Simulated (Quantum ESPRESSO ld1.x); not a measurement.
Te45+, configuration [He] 2s1 2p4 (not the ground configuration). All-electron calculation, scalar-relativistic Kohn-Sham, LDA (Slater exchange, Perdew-Wang correlation), spin-polarised, spherical densities, point nucleus; open shells are filled with parallel spins first. Program: ld1.x of Quantum ESPRESSO 7.5.

Unscreened Slater integrals over Kohn-Sham orbitals (eV). They are taken over the spin-up orbitals. Empty in this configuration: 3s.

\begin{tabular}{lr}
integral & value \\ \hline
F0(2p,2p) & 247.96 \\
F2(2p,2p) & 118.44 \\
F0(2p,2s) & 226.57 \\
G1(2p,2s) & 127.56 \\
F0(2p,1s) & 335.48 \\
G1(2p,1s) & 65.603 \\
F0(2p,3s) & 118.20 \\
G1(2p,3s) & 12.698 \\
F0(2s,2s) & 213.23 \\
F0(2s,1s) & 299.89 \\
G0(2s,1s) & 30.517 \\
F0(2s,3s) & 115.39 \\
G0(2s,3s) & 10.132 \\
F0(1s,1s) & 924.76 \\
F0(1s,3s) & 136.30 \\
G0(1s,3s) & 7.5091 \\
F0(3s,3s) & 90.457 \\
\end{tabular}

Derived for the open shells (J is the average intra-shell exchange parameter used in DFT+U). 2p: J = F2/5 = 23.69 eV.
